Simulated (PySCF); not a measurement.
C$_{10}$H$_{8}$SSi, SMILES `c1c2c(cccc2sc1C#C)[SiH3]`, neutral singlet in the gas phase. 

Cartesian coordinates (Å):
```xyz
20

C      4.6584    -1.4821    -0.2284
C      3.4462    -1.2954    -0.1890
C      2.0485    -1.0975    -0.1453
C      1.3527     0.0951    -0.0140
C     -0.0713    -0.0716    -0.0061
C     -1.0914     0.9207     0.1106
Si    -0.6698     2.7510     0.2861
C     -2.4286     0.4929     0.0911
C     -2.7745    -0.8722    -0.0392
C     -1.7874    -1.8548    -0.1544
C     -0.4414    -1.4488    -0.1371
S      0.9585    -2.4873    -0.2648
H      5.7277    -1.6373    -0.2610
H      1.8691     1.0604     0.0736
H      0.1199     3.2419    -0.8988
H      0.1616     3.0008     1.5169
H     -1.9515     3.5301     0.3859
H     -3.2363     1.2363     0.1794
H     -3.8350    -1.1654    -0.0499
H     -2.0555    -2.9167    -0.2556
```
Charge 0, spin multiplicity 1.

All levels are single points at this geometry (PBE-D3(BJ)/def2-SVP); Pople sets use spherical d functions. Orbital energies aren't observables, and empty levels follow the basis.

HF/3-21G in PySCF gives gap (eV) = 9.85.

Task: Estimate the gap (eV) from each of these levels: PBE-D3(BJ)/def2-TZVP in PySCF; B3LYP/6-311+G** in PySCF; B3LYP/6-31G* in PySCF; PBE/6-31G* in PySCF; SVWN5/6-31G* in PySCF.

Result: 
| level | gap (eV) |
|---|---|
| PBE-D3(BJ)/def2-TZVP in PySCF | 3.04 |
| B3LYP/6-311+G** in PySCF | 4.29 |
| B3LYP/6-31G* in PySCF | 4.36 |
| PBE/6-31G* in PySCF | 3.08 |
| SVWN5/6-31G* in PySCF | 3.06 |
